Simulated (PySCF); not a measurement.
Au(Me)2(acac) (C7H13AuO2), SMILES [O]1[Au](<-[O]=C(C=C1C)C)([CH3])[CH3], multiplicity 1. Atoms are numbered in the order given.

```xyz
23

Au     0.0000     0.0000     0.8110
C      0.0000    -1.4248     2.2743
H     -0.8978    -1.3288     2.9004
H      0.8978    -1.3288     2.9004
H      0.0000    -2.3879     1.7446
C      0.0000     1.4248     2.2743
H      0.8978     1.3288     2.9004
H     -0.8978     1.3288     2.9004
H      0.0000     2.3879     1.7446
C      0.0000     2.5041    -2.8308
C      0.0000     1.2625    -1.9680
C      0.0000     0.0000    -2.5942
C      0.0000    -1.2625    -1.9680
C      0.0000    -2.5041    -2.8308
O      0.0000    -1.4937    -0.7172
O      0.0000     1.4937    -0.7172
H      0.0000     2.2796    -3.9052
H     -0.8844     3.1124    -2.5830
H      0.8844     3.1124    -2.5830
H      0.0000     0.0000    -3.6835
H      0.0000    -2.2796    -3.9052
H      0.8844    -3.1124    -2.5830
H     -0.8844    -3.1124    -2.5830
```

Geometry: B3LYP-D3(BJ)/def2-SVP. The multiplicity is an assumed one; no other spin state was optimised. The isomer is the one that the SMILES or the coordinates give; other isomers of the formula were not compared. The def2 effective core potentials stand for the cores of Au; spin–orbit coupling is left out. Other conformers were not sampled.

The numbers are results of CAM-B3LYP/def2-SVP run with PySCF, not measurements.

ESP charges are fitted to the potential on shells at 1.4 to 2.0 van der Waals radii. Atomic charges (e):

```tsv
atom	ESP fit	Mulliken	Löwdin
Au1	0.52	0.37	0.16
C2	-0.59	-0.20	-0.13
H3	0.16	0.06	___
H4	0.16	0.06	___
H5	0.17	0.07	___
C6	-0.59	-0.20	-0.13
H7	0.16	0.06	___
H8	0.16	0.06	___
H9	0.17	0.07	___
C10	-0.60	0.05	-0.06
C11	0.78	0.14	0.13
C12	-0.85	-0.18	___
C13	0.78	0.14	0.13
C14	-0.60	0.05	-0.06
O15	-0.50	-0.36	___
O16	-0.50	-0.36	___
H17	0.16	0.02	0.03
H18	0.17	0.04	0.05
H19	0.17	0.04	0.05
H20	0.21	-0.02	___
H21	0.16	0.02	0.03
H22	0.17	0.04	0.05
H23	0.17	0.04	0.05
```

Question: Fill in the missing entries. (An estimate is asked for; the answer gives what the named calculation found.)

Answer: 
- H3, Löwdin: 0.04
- H4, Löwdin: 0.04
- H5, Löwdin: 0.05
- H7, Löwdin: 0.04
- H8, Löwdin: 0.04
- H9, Löwdin: 0.05
- C12, Löwdin: -0.22
- O15, Löwdin: -0.17
- O16, Löwdin: -0.17
- H20, Löwdin: 0.03
